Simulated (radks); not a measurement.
The numbers below are computed, except where a source is named.
Spherical jellium clusters: N electrons in a uniform positive sphere of charge N and radius rs N^(1/3), rs = 5.37 bohr. Level of theory: non-relativistic Kohn-Sham, PBEsol, spin-polarised, spherical densities (a radial shooting solver with Libxc functionals). Levels are named by radial order and angular momentum (1s, 1p, 1d, 2s, ...), and open shells are averaged over m.

N = 5, configuration 1s2 1p(up 3, down 0). This is the lowest configuration that the search found. Occupied levels:

level    occupation  eigenvalue (eV)  <r> (bohr)
1s up             1          -3.3024       6.428
1s down           1          -2.8027       5.879
1p up             3          -2.4499       7.581

Energy (eV): total -8.29278, kinetic 5.6531, external -87.767, Hartree 43.545, exchange-correlation -14.175, background 44.451.

Electron density:

r (bohr)  n(r) (e/bohr^3)
0.296            0.001655
1.04             0.001691
1.79             0.001761
2.53             0.001850
3.28             0.001937
4.02             0.001991
4.76             0.001977
5.51             0.001869
6.25             0.001662
7.00             0.001376
7.75             0.001051
8.49            0.0007370
9.23            0.0004717
9.98            0.0002777
10.7            0.0001543
11.5           0.00008216
12.2           0.00004330
13.0           0.00002238
13.7           0.00001158
14.4            5.893e-06
